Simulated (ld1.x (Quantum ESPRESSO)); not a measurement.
**Pseudopotential generation for Fe (Z = 26): ultrasoft, PBE, scalar-relativistic.**

ld1.x (Quantum ESPRESSO) 7.5 input, shortened:

```
&input
   title='Fe', zed=26., rel=1, dft='PBE', iswitch=3,
   config='[Ar] 3d6 4s1 4p0'
 /
 &inputp
   pseudotype=3, tm=.true., lloc=-1, rcloc=1.35,
   nlcc=.true.,
   which_augfun='PSQ', rmatch_augfun=1.05
 /
6
4S  1  0   1.00   0.00  1.90  2.05  0.0
4S  1  0   0.00   0.65  1.90  2.05  0.0
3P  2  1   6.00   0.00  1.20  1.45  0.0
4P  3  1   0.00   0.00  1.20  1.45  0.0
3D  3  2   6.00   0.00  1.50  1.75  0.0
3D  3  2   0.00   3.65  1.50  1.75  0.0
 &test
   configts(1)='3p6 3d6 4s1 4p0'
 /
```

All-electron outer shells of the reference configuration (PBE, scalar-relativistic, ld1.x):

```tsv
shell	level (eV)	outermost node (bohr)	outermost maximum (bohr)
3s	-102.54	0.33	0.70
3p	-68.58	0.30	0.72
3d	-15.96	–	0.71
4s	-12.33	1.00	2.29
4p	-7.34	1.09	2.83
```

**Question.** Does the generator finish with these settings?

**Answer.** Yes, a potential is produced and its reference levels are reproduced.

**Question.** Estimate the cutoffs (Ry, on a coarse ladder) from which the occupation-weighted sum of valence levels, in a spherical-Bessel basis at the reference potential, stays within 10 and 1 mRy of its value at 400 Ry.

**Answer.** 45 Ry and 80 Ry.

**Question.** What does a ghost test show?

**Answer.** Ghost state, extra bound levels that the all-electron valence spectrum of the same l lacks: s at -48.0 eV. A true bound ghost makes a file unfit for plane-wave use.

**Question.** Is the overlap operator S = 1 + Σ q|β⟩⟨β| positive definite (Bessel basis up to 400 Ry)?

**Answer.** Yes: its lowest eigenvalue is 0.13 (p channel).

**Question.** Which valence shell sets the plane-wave cutoff?

**Answer.** 3p: its level needs 45 Ry to come within 1 mRy, against 35 Ry for 3d.

**Question.** Tests: 3p6 3d6 4s2 4p0; 3p6 3d6 4s0 4p0; 3p6 3d5 4s0 4p0; 3p6 3d4 4s0 4p0; 3p6 3d5 4s2 4p0; 3p6 3d5 4s2 4p1; 3p5 3d6 4s2 4p0. Which has the largest error in its energy relative to the reference configuration, and how large is it?

**Answer.** 3p6 3d4 4s0 4p0, with -128 meV (all-electron minus pseudo) on +103.52 eV.
